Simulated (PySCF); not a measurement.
Species: C4FNSe.
Atom-mapped SMILES: `[N:1]#[C:2][C:3]#[C:4][C:5]([F:6])=[Se:7]`

The closed-shell SCF was solved with PySCF and density fitting under several settings on one GFN2-xTB geometry (grid level 2 and gas phase unless stated).

| settings | basis functions | SCF cycles | E (Eh) | HOMO (eV) | LUMO (eV) | dipole (D) |
| --- | --- | --- | --- | --- | --- | --- |
| HSE06/def2-SVPD, fitting basis def2-qzvpp-jkfit, damping 0.3 at the start, DIIS from the seventh cycle | 164 | 24 | -2707.3335 | -7.16 | -4.64 | 1.97 |
| PBE0/cc-pVTZ, start guess sap, fitting basis def2-qzvpp-jkfit | 223 | 23 | -2707.9772 | -7.50 | -4.19 | 1.90 |

Task: Estimate the row for these settings: PBE0/6-311G**, energy threshold 1e-07 Eh, start guess vsap.

Result: 
```json
{"settings": "PBE0/6-311G**, energy threshold 1e-07 Eh, start guess vsap", "basis functions": "152", "SCF cycles": "13", "E (Eh)": "-2707.8626", "HOMO (eV)": "-7.48", "LUMO (eV)": "-4.18", "dipole (D)": "1.78"}
```

Task: Over all rows, what range does the HOMO–LUMO gap span?

Result: From 2.52 eV (HSE06/def2-SVPD, fitting basis def2-qzvpp-jkfit, damping 0.3 at the start, DIIS from the seventh cycle) to 3.31 eV (PBE0/cc-pVTZ, start guess sap, fitting basis def2-qzvpp-jkfit). The functional of the narrowest has 25 % exact exchange at short range alone, that of the widest 25 % exact exchange.

Task: And the dipole moment?

Result: From 1.78 D (PBE0/6-311G**, energy threshold 1e-07 Eh, start guess vsap) to 1.97 D (HSE06/def2-SVPD, fitting basis def2-qzvpp-jkfit, damping 0.3 at the start, DIIS from the seventh cycle); the largest is 1.11 times the smallest, and the median is 1.90 D.

Task: Compare two rows with the functional PBE0: PBE0/cc-pVTZ, start guess sap, fitting basis def2-qzvpp-jkfit and PBE0/6-311G**, energy threshold 1e-07 Eh, start guess vsap. Which energy is lower, and by how much?

Result: PBE0/cc-pVTZ, start guess sap, fitting basis def2-qzvpp-jkfit (223 functions) lies 0.1146 Eh or 72 kcal/mol below PBE0/6-311G**, energy threshold 1e-07 Eh, start guess vsap (152 functions).

Whole jobs, the steps after the SCF included, on one thread of an Arm Neoverse V1 (shared host):

```
                                                                                              settings                                                work after the SCF  wall time  peak memory
HSE06/def2-SVPD, fitting basis def2-qzvpp-jkfit, damping 0.3 at the start, DIIS from the seventh cycle  1 singlet by full TDDFT, 5 Tamm–Dancoff triplets, polarisability       38 s     0.72 GiB
                                         PBE0/cc-pVTZ, start guess sap, fitting basis def2-qzvpp-jkfit                       spin–spin couplings from 6 perturbed nuclei       61 s     0.84 GiB
                                            PBE0/6-311G**, energy threshold 1e-07 Eh, start guess vsap                       spin–spin couplings from 6 perturbed nuclei       28 s     0.80 GiB
```

All basis functions are spherical, in the Pople sets too. At PBE0/6-311G** and PBE0/cc-pVTZ the closed-shell solution lies near or past a triplet instability.
